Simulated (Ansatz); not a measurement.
Gas-phase electronic energies from Ansatz, PBE0-D4/def2-TZVP geometries. CCSD(T)/CBS adds triple-zeta CCSD(T) − MP2 to the extrapolated MP2 energy (def2 sets, frozen cores). This one scheme is used for every species. DFT in def2-TZVPP. B3LYP here is the variant with VWN-RPA as its local correlation; programs differ in this. Each species was taken in one conformer, which may not be the lowest.

Consider the ligand exchange at the Al–N bond: `[AlH2]/[N]=C\S` + `C[SiH](N)Cl` → `C[SiH](Cl)[NH][AlH2]` + `N=CS`.

```csv
level,ΔE (kJ/mol),difference from CCSD(T)/CBS
PBE-D4,-6.9,9.3
r2SCAN-D4,-7.8,8.4
PBE0-D4,-10.6,5.6
B3LYP-D4,-7.1,9.1
ωB97X-V,-15.4,0.8
ωB97M-V,-14.5,1.7
B2PLYP,-9.0,7.2
PBE,-5.1,11.1
r2SCAN,-7.2,9.0
PBE0,-9.0,7.2
B3LYP,-4.3,11.9
HF/def2-TZVPP,-11.9,4.3
MP2/def2-TZVPP,-15.7,0.5
SCS-MP2/def2-TZVPP,-16.4,-0.2
CCSD/def2-TZVPP,-18.0,-1.8
CCSD(T)/def2-TZVPP,-18.2,-2.0
HF/def2-QZVPP,-12.0,4.2
MP2/def2-QZVPP,-14.6,1.6
SCS-MP2/def2-QZVPP,-15.4,0.8
HF/CBS(def2),-12.1,4.1
MP2/CBS(def2),-13.7,2.5
CCSD/CBS(def2),-16.1,0.1
CCSD(T)/CBS,-16.2,0
```

Largest T1 diagnostic among the species: 0.015.

In def2-TZVPP, CCSD(T) changes the Hartree–Fock value by −6.3 kJ/mol (the triples alone add −0.2 kJ/mol) and MP2 by −3.8 kJ/mol. From PBE to PBE0 (25 % exact exchange), in def2-TZVPP and without D4, ΔE moves by −3.8 kJ/mol.
